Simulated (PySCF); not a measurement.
## InF⁺ at r²SCAN0

Computed with r²SCAN0; In def2-SVP with ECP28, F def2-SVP; scalar-relativistic core potentials (PySCF 2.14).

For InF⁺, the state is ²Σ⁺ (doublet), unpaired electrons σ ↑, the bond length is 1.932 Å and the harmonic wavenumber is 571 cm⁻¹. The force constant is 3.14 mdyn/Å, the rotational constant Be is 0.2771 cm⁻¹ and the anharmonicity ωexe is 6.92 cm⁻¹. The vibration–rotation constant αe is 0.00279 cm⁻¹, the well depth De to In⁺ + F is 0.96 eV and the dissociation energy D0 is 0.93 eV. The bond order (Mayer) is 1.03. The dipole moment (positive dipole points towards F; it is taken about the centre of mass and depends on that origin) is -3.84 D.

Spin–orbit coupling is left out, which matters for elements this heavy, above all for dissociation energies. For an ion De counts to the pair picked by the measured ionisation energies or electron affinities, which need not be the lowest pair at this level. The state is the lowest determinant that a PBE0 search found; another state may lie lower at other levels.
